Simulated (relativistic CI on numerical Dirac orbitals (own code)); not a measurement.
**Forbidden lines of Cd X**

These numbers are calculated, not measured: Dirac-Coulomb-Breit CI, orbitals from a KLI potential per configuration, QED by a radiative potential, unscaled Slater integrals (own radial code, finite nucleus).

CI space (outside the closed core [Ar] 3d10): 4s²4p⁶4d³, 4s²4p⁵4d⁴, 4s²4p⁶4d²4f, 4s²4p⁶4d²5s, 4s²4p⁶4d²5p, 4s4p⁶4d⁴, 4s²4p⁵4d³4f, 4s²4p⁶4d5s5p, 4s²4p⁶4d4f5s, 4s²4p⁶4d²5d, 4s²4p⁶4d²6s, 4s4p⁶4d³4f, 4s²4p⁶4d²6p, 4s²4p⁶4d²5f, 4s²4p⁵4d³5s, 4s²4p⁶4d²5g, 4s²4p⁶4d²6d, 4s²4p⁶4d²7s, 4s²4p⁵4d³5p, 4s²4p⁶4d²7p, 4s²4p⁶4d²6f, 4s4p⁶4d³5s, 4s4p⁶4d²5s5p, 4s²4p⁶4d4f², 4s²4p⁶4f³, 4s²4p⁶4f²5s, 4s²4p⁶4f²5p, 4s²4p⁵4d4f³, 4s²4p⁶4d5s², 4s²4p⁶4f5s², 4s²4p⁶5s²5p, 4s²4p⁵4d4f5s², 4s²4p⁶4d5p², 4s²4p⁶4f5p², 4s²4p⁶5s5p², 4s²4p⁶5p³, 4s²4p⁵4d4f5p². Double excitations out of closed p, d and f shells are left out; levels of such configurations are missing from the list, as are those of other unlisted configurations, and high levels can miss mixing partners. These lack a partner that the ground configuration has and come out too high: 4s²4p⁶4d²5d, 4s²4p⁶4d²6s, 4s4p⁶4d³4f, 4s²4p⁶4d²6p, 4s²4p⁶4d²5f.

```csv
λ vac (Å),Lower,Upper,Type,A (s⁻¹),gf,Branching (%)
236.69,4s²4p⁶4d³ ⁴F3/2 [1],4s²4p⁶4d²5s ⁴F7/2 [22],E2,2.14e+04,1.44e-06,2.2
237.97,4s²4p⁶4d³ ⁴F7/2 [3],4s²4p⁶4d²5s ⁴F9/2 [23],E2,1.78e+05,1.51e-05,18.3
238.75,4s²4p⁶4d³ ⁴F5/2 [2],4s²4p⁶4d²5s ⁴F7/2 [22],E2,2.50e+05,1.71e-05,25.5
239.49,4s²4p⁶4d³ ⁴F3/2 [1],4s²4p⁶4d²5s ⁴F5/2 [21],E2,2.63e+05,1.35e-05,26.1
240.24,4s²4p⁶4d³ ⁴F9/2 [4],4s²4p⁶4d²5s ⁴F9/2 [23],E2,5.85e+05,5.06e-05,60.1
240.96,4s²4p⁶4d³ ⁴F3/2 [1],4s²4p⁶4d²5s ⁴F3/2 [20],E2,3.71e+05,1.29e-05,39.2
241.08,4s²4p⁶4d³ ⁴F7/2 [3],4s²4p⁶4d²5s ⁴F7/2 [22],E2,2.96e+05,2.06e-05,30.1
241.60,4s²4p⁶4d³ ⁴F5/2 [2],4s²4p⁶4d²5s ⁴F5/2 [21],E2,1.90e+05,9.97e-06,18.9
243.10,4s²4p⁶4d³ ⁴F5/2 [2],4s²4p⁶4d²5s ⁴F3/2 [20],E2,3.45e+05,1.22e-05,36.4
243.41,4s²4p⁶4d³ ⁴F9/2 [4],4s²4p⁶4d²5s ⁴F7/2 [22],E2,2.20e+05,1.56e-05,22.4
243.99,4s²4p⁶4d³ ⁴F7/2 [3],4s²4p⁶4d²5s ⁴F5/2 [21],E2,2.87e+05,1.54e-05,28.6
245.52,4s²4p⁶4d³ ⁴F7/2 [3],4s²4p⁶4d²5s ⁴F3/2 [20],E2,5.36e+04,1.94e-06,5.7
246.38,4s²4p⁶4d³ ⁴F9/2 [4],4s²4p⁶4d²5s ⁴F5/2 [21],E2,5.00e+04,2.73e-06,5.0
248.80,4s²4p⁶4d³ ²G9/2 [9],4s²4p⁶4d²5s ²F5/2 [24],E2,5.35e+05,2.98e-05,34.8
249.07,4s²4p⁶4d³ ⁴P3/2 [5],4s²4p⁶4d²5s ⁴F7/2 [22],E2,8.60e+04,6.40e-06,8.8
249.40,4s²4p⁶4d³ ⁴P5/2 [8],4s²4p⁶4d²5s ⁴F9/2 [23],E2,1.58e+05,1.47e-05,16.2
252.17,4s²4p⁶4d³ ⁴P3/2 [5],4s²4p⁶4d²5s ⁴F5/2 [21],E2,9.81e+04,5.61e-06,9.8
252.59,4s²4p⁶4d³ ⁴P1/2 [6],4s²4p⁶4d²5s ⁴F5/2 [21],E2,3.64e+04,2.09e-06,3.6
252.82,4s²4p⁶4d³ ⁴P5/2 [8],4s²4p⁶4d²5s ⁴F7/2 [22],E2,5.82e+04,4.46e-06,5.9
253.81,4s²4p⁶4d³ ⁴P3/2 [5],4s²4p⁶4d²5s ⁴F3/2 [20],E2,5.54e+04,2.14e-06,5.8
254.23,4s²4p⁶4d³ ⁴P1/2 [6],4s²4p⁶4d²5s ⁴F3/2 [20],E2,1.06e+05,4.13e-06,11.2
256.39,4s²4p⁶4d³ ²G9/2 [9],4s²4p⁶4d²5s ⁴F5/2 [21],E2,4.67e+04,2.76e-06,4.6
1233.4,4s²4p⁶4d³ ⁴F5/2 [2],4s²4p⁶4d³ ²D3/2 [19],M1,1.36e+01,1.24e-08,10.5
1300.8,4s²4p⁶4d³ ⁴F7/2 [3],4s²4p⁶4d³ ²D5/2 [18],M1,1.24e+01,1.89e-08,7.4
1569.1,4s²4p⁶4d³ ⁴P3/2 [5],4s²4p⁶4d³ ²D3/2 [19],M1,1.64e+01,2.42e-08,12.7
1713.5,4s²4p⁶4d³ ²G7/2 [7],4s²4p⁶4d³ ²D3/2 [19],E2,2.61e+01,4.59e-08,20.2
1735.4,4s²4p⁶4d³ ⁴P5/2 [8],4s²4p⁶4d³ ²D5/2 [18],M1,4.72e+01,1.28e-07,28.0
1870.7,4s²4p⁶4d³ ⁴F3/2 [1],4s²4p⁶4d³ ²F5/2 [17],M1,6.56e+00,2.07e-08,44.0
1941.7,4s²4p⁶4d³ ²D3/2 [10],4s²4p⁶4d³ ²D5/2 [18],M1,2.91e+01,9.88e-08,17.3
2250.2,4s²4p⁶4d³ ²D5/2 [14],4s²4p⁶4d³ ²D3/2 [19],M1,2.64e+01,8.02e-08,20.4
2423.2,4s²4p⁶4d³ ⁴F5/2 [2],4s²4p⁶4d³ ²P3/2 [15],M1,1.47e+01,5.19e-08,27.3
2435.7,4s²4p⁶4d³ ⁴F9/2 [4],4s²4p⁶4d³ ²F7/2 [16],M1,8.40e+00,5.98e-08,41.5
3023.4,4s²4p⁶4d³ ⁴F3/2 [1],4s²4p⁶4d³ ²D3/2 [10],M1,1.53e+01,8.36e-08,27.5
3068.2,4s²4p⁶4d³ ⁴F7/2 [3],4s²4p⁶4d³ ²D5/2 [14],M1,2.78e+01,2.35e-07,71.6
3213.1,4s²4p⁶4d³ ²F5/2 [17],4s²4p⁶4d³ ²D5/2 [18],M1,2.45e+01,2.28e-07,14.6
3290.0,4s²4p⁶4d³ ⁴F7/2 [3],4s²4p⁶4d³ ²H9/2 [13],M1,4.12e+00,6.69e-08,15.2
3398.9,4s²4p⁶4d³ ⁴F5/2 [2],4s²4p⁶4d³ ²D3/2 [10],M1,2.32e+01,1.61e-07,41.8
3784.7,4s²4p⁶4d³ ⁴F9/2 [4],4s²4p⁶4d³ ²H9/2 [13],M1,4.68e+00,1.00e-07,17.2
4401.7,4s²4p⁶4d³ ⁴F5/2 [2],4s²4p⁶4d³ ²G7/2 [7],M1,1.21e+01,2.81e-07,60.7
5044.3,4s²4p⁶4d³ ⁴F7/2 [3],4s²4p⁶4d³ ²G9/2 [9],M1,7.27e+00,2.77e-07,39.2
5355.6,4s²4p⁶4d³ ⁴F7/2 [3],4s²4p⁶4d³ ²G7/2 [7],M1,7.68e+00,2.64e-07,38.5
6308.5,4s²4p⁶4d³ ⁴F9/2 [4],4s²4p⁶4d³ ²G9/2 [9],M1,1.13e+01,6.72e-07,60.7
8283.7,4s²4p⁶4d³ ⁴P3/2 [5],4s²4p⁶4d³ ²D3/2 [10],M1,1.23e+01,5.07e-07,22.2
8530.3,4s²4p⁶4d³ ²G7/2 [7],4s²4p⁶4d³ ²H9/2 [13],M1,9.04e+00,9.86e-07,33.3
9460.3,4s²4p⁶4d³ ²G9/2 [9],4s²4p⁶4d³ ²H9/2 [13],M1,9.25e+00,1.24e-06,34.1
```

Terms are leading LS components. Brackets give the number of a level in order of energy, since labels repeat. The list gives strong lines, with weight on those to low levels, among the lowest 400 of 7869 levels, so that lines to higher ones, which can be the strongest, are missing. Levels whose partners in the same complex of configurations lie outside the list can be far off, and so can their lines. Rates are taken at the computed energies, electric ones in the length gauge.

At this charge energies of transitions that change n are usually good to better than 1 %, and those within a shell (Δn = 0) to a few per cent. Terms inside the open d or f shell come out 10 to 20 % too wide with unscaled integrals.

LS names give the leading component of a level, which can be under half, so a name can repeat, a term be missing and a line seem to break the LS rules.
